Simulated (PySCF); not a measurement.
Gas-phase reaction: SnHCl + HCl = SnH2Cl2

Method: PySCF energies (xtb for GFN2) plus ideal-gas RRHO corrections (1 bar). † marks an energy on the PBE0/def2-TZVP geometry and frequencies; other levels use their own. MP2 freezes the core. All species are closed-shell singlets. B3LYP is the form with VWN-RPA correlation. Sn: scalar-relativistic def2 core potential, no spin-orbit coupling. SnHCl, SnH2Cl2: computed as isolated molecules; such fragments, hydroxides, amides, oligomers or adducts are transient or little studied in the gas. MP2 isn't extrapolated to the basis-set limit; its ΔH°(298 K) is -122.9 kJ in def2-SVP and -111.5 kJ in def2-TZVPP. The harmonic model lacks anharmonicity and excited electronic states, which grow with temperature; levels with a mode under 35 cm⁻¹ are left out. Soft modes under 120 cm⁻¹ make the harmonic entropy rough for SnH2Cl2.

```csv
level,"ΔE electronic, kJ","ΔH°(298 K), kJ","ΔS°(298 K), J/K","ΔG°(600 K), kJ"
B3LYP/def2-TZVP†,-88,-84,-146,3
BLYP/def2-TZVP†,-71,-67,-146,20
GFN2-xTB,18,21,-142,105
HF/def2-TZVP†,-114,-110,-146,-23
MP2/def2-SVP†,-127,-123,-146,-36
MP2/def2-TZVPP†,-116,-111,-146,-24
PBE/def2-SVP,-102,-98,-145,-12
ωB97X-V/def2-TZVP†,-127,-123,-146,-36
```
ΔH° is lowest at ωB97X-V/def2-TZVP† and highest at GFN2-xTB. No reference value is set beside these.
